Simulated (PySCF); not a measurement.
A structure optimised at PBE-D3(BJ)/def2-SVP, used in a PySCF frequency run:

```
Si
F 1 1.6389
H 1 1.5035 2 106.71
S 1 2.1352 3 115.29 2 -116.87
C 4 1.8417 1 98.71 3 -58.47
H 5 1.1060 4 106.11 1 -173.83
H 5 1.1066 6 109.46 4 -119.75
H 5 1.1073 6 108.94 7 -120.35
S 1 2.1369 3 108.35 2 121.98
C 9 1.8409 1 100.60 3 -32.35
H 10 1.1060 9 106.65 1 163.88
H 10 1.1062 11 109.07 9 -119.87
H 10 1.1074 11 108.86 12 -119.86
```
Charge 0, spin multiplicity 1.

Write its SMILES and formula.

CS[SiH](F)SC, C₂H₇FS₂Si

What are its rotational constants (standard atomic weights)?

2.5394, 1.2392, 0.93014 GHz
